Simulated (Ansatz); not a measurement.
Geometry optimisation, UKS PBE0-D4/6-31G* (Ansatz 0.2.0).

input.yaml

```yaml
crystal:
  periodic: [false, false, false]
  atoms:
    - { symbol: H, position_ang: [-0.2288, -1.6873, -0.5783] }
    - { symbol: C, position_ang: [1.1303, -1.5343, -0.2952] }
    - { symbol: Al, position_ang: [0.0448, 0.1089, 0.0112] }
    - { symbol: C, position_ang: [-0.6879, 0.3248, 1.8517] }
    - { symbol: C, position_ang: [0.0635, 1.541, -1.3719] }
    - { symbol: H, position_ang: [-1.1406, -1.3197, -0.6352] }
    - { symbol: H, position_ang: [1.6995, -1.7752, -1.1954] }
    - { symbol: H, position_ang: [1.3955, -2.2667, 0.4695] }
    - { symbol: H, position_ang: [-1.7063, 0.7213, 1.8828] }
    - { symbol: H, position_ang: [-0.0748, 1.0011, 2.4553] }
    - { symbol: H, position_ang: [-0.7048, -0.6366, 2.3735] }
    - { symbol: H, position_ang: [0.9174, 1.4434, -2.0498] }
    - { symbol: H, position_ang: [-0.8328, 1.5441, -2.0003] }
    - { symbol: H, position_ang: [0.125, 2.535, -0.9181] }
magnetization:
  spin_polarized: true
  initial_magnetization: 1
basis:
  gaussian: { orbitals: "6-31G*" }
hamiltonian:
  xc: pbe0
  dispersion: d4
relax:
  f_tol: 0.15
  max_steps: 25
  restrain:
    - { distance: [0, 5], at: 1.92, k: 30.0 }
    - { distance: [1, 0], at: 1.07, k: 30.0 }
```

Run as:

```bash
$ ansatz run input.yaml --threads 2 --pin off --max-ram 3072MiB --backend cpu --events-out ev --progress --plain --runs-dir out
```

**Question.** Where does it end, and by what steps?

**Answer.** The run converged. The restraints hold the end off the free minimum. After 14 steps the energy has fallen by 0.947 eV (the restraints' own energy left out); H1 moved furthest, 1.13 Å. Joined: H1–C2 (1.40 → 1.08 Å).

| step | energy less start (eV) | largest force component (eV/Å) | accepted |
| --- | --- | --- | --- |
| 0 | 0.0000 | 0.605 | yes |
| 1 | -0.0731 | 0.536 | yes |
| 2 | -0.0755 | 2.518 | yes |
| 3 | -0.4856 | 0.592 | yes |
| 4 | -0.5866 | 0.386 | yes |
| 5 | -0.6134 | 0.422 | yes |
| 6 | -0.6265 | 0.483 | yes |
| 7 | -0.6418 | 0.451 | yes |
| 8 | -0.7356 | 0.593 | yes |
| 9 | -0.8345 | 1.072 | yes |
| 10 | -0.8843 | 0.923 | yes |
| 11 | -0.9028 | 0.461 | yes |
| 12 | -0.9375 | 0.437 | yes |
| 13 | -0.9429 | 0.451 | yes |
| 14 | -0.9469 | 0.466 | yes |

```xyz
14
Properties=species:S:1:pos:R:3
H 0.391 -2.629 -0.460
C 0.900 -1.682 -0.387
Al -0.359 0.054 -0.080
C -0.771 0.337 1.821
C 0.066 1.527 -1.312
H -1.011 -1.333 -0.772
H 1.442 -1.426 -1.297
H 1.483 -1.585 0.536
H -1.672 0.952 1.952
H 0.039 0.873 2.334
H -0.939 -0.604 2.359
H 0.659 1.200 -2.174
H -0.850 1.985 -1.709
H 0.622 2.330 -0.812
```

Time of the run: 55 s on 2 threads of Intel(R) Xeon(R) Platinum 8375C CPU @ 2.90GHz (Ice Lake), on a shared host, peak memory 0.26 GiB.
